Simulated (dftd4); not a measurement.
F2OS, triplet, geometry from GFN2-xTB (a higher spin typed on purpose: for a closed-shell molecule this is an excited state); D4 for tpss (dftd4 4.2.0).

The dftd4 input:
```
$ dftd4 mol.xyz --func tpss --charge 0 --json dftd4.json --noedisp

# file mol.xyz
4

O      1.21599968    -0.69297283     0.21713150
S     -0.02029261     0.01156434    -0.00362349
F      0.34782053     1.74261021    -0.35541844
F     -1.39263337    -1.14719318     0.16885442
```

Q: Predict the main parts of the log of this dftd4 run.

A: 
```
                    ____  _____ _____     ____  _  _
      -------------|  _ \|  ___|_   _|---|  _ \| || |------------
     |             | | | | |_    | | ___ | | | | || |_           |
     |             | |_| |  _|   | ||___|| |_| |__   _|          |
     |             |____/|_|     |_|     |____/   |_|            |
     |             ===================================           |
     |            E. Caldeweyher, S. Ehlert & S. Grimme          |
     |          Mulliken Center for Theoretical Chemistry        |
     |                    University of Bonn                     |
      -----------------------------------------------------------

Rational (Becke-Johnson) damping: tpss-D4-ATM
---------------------
  s6         1.0000
  s8         1.7660
  s9         1.0000
  a1         0.4282
  a2         4.5426
 alp        16.0000
--------------------

Dispersion energy:      -2.9795571901561E-03 Eh

[Info] JSON dump of results written to 'dftd4.json'
```
